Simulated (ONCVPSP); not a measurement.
Before and after: ONCV potential for Hf (Z = 72)

```
Element                 : hafnium (Hf)
Generator               : ONCVPSP 4.0.1
Type                    : optimised norm-conserving Vanderbilt (ONCV)
Functional              : PBE
Relativity              : scalar-relativistic
Frozen core             : [Kr] 4d10
Valence charge          : 26
Reference configuration : 4f14 5s2 5p6 5d2 (charge +2)
Partial waves           : 5s: rc 1.95 bohr, ncon 4, nbas 8, qcut 5.1 1/bohr, 1 projector; 5p: rc 2.20 bohr, ncon 4, nbas 8, qcut 5.8 1/bohr, 2 projectors, debl 2 Ha; 5d: rc 2.60 bohr, ncon 3, nbas 8, qcut 6.1 1/bohr, 2 projectors, debl 3 Ha; 4f: rc 0.95 bohr, ncon 4, nbas 9, qcut 18.2 1/bohr, 2 projectors, debl 1.9 Ha
Local potential         : polynomial inside 0.85 bohr (lpopt 5, dvloc0 4 Ha)
Core correction         : none
```

All-electron outer shells of the reference configuration (PBE, scalar-relativistic, ld1.x):

```tsv
shell	level (eV)	outermost node (bohr)	outermost maximum (bohr)
5s	-82.08	0.55	1.01
5p	-50.63	0.60	1.16
4f	-31.91	–	0.45
5d	-16.70	0.67	1.65
```

Change: all radii scaled by about 1.20 (s 2.34, p 2.64, d 3.12, f 1.14 bohr); local potential polynomial inside 1.02 bohr (lpopt 5, dvloc0 4 Ha). In the p channel the program set the typed energies aside and used -1.860, 0.050 Ha.

Cutoffs: the cutoffs (Ha) at which the residual kinetic energy of the hardest occupied pseudo-wave falls to 1 and 0.1 mHa per electron; they do not see the model core or the augmentation charge, which bear on the density cutoff. Errors are all-electron minus pseudo energies relative to the spin-unpolarised reference configuration.

Q: What does the change do?

A: The potential gets softer (144 Ha and 156 Ha → 124 Ha and 136 Ha); the bound ghosts move from d, s to s; the number of tests with a reliable result goes from 4 to 0. A larger radius leaves more room for a smooth pseudo-wave, so fewer plane waves are needed.

```csv
quantity,base,changed
"cutoff, loose",144 Ha,124 Ha
"cutoff, tight",156 Ha,136 Ha
loose cutoff by channel,"s 9.5 Ha, p 11 Ha, d 11 Ha, f 144 Ha","s 6.0 Ha, p 10 Ha, d 10 Ha, f 124 Ha"
bound ghosts,"s, d",s
GHOST(+) flags under 300 eV,p at 74.8 eV,none
tests with a reliable result,4 of 4,0 of 4
```

 A true bound ghost makes a file unfit for plane-wave use even where its test errors are small: the radial tests pick states by their node count and pass the ghost by.
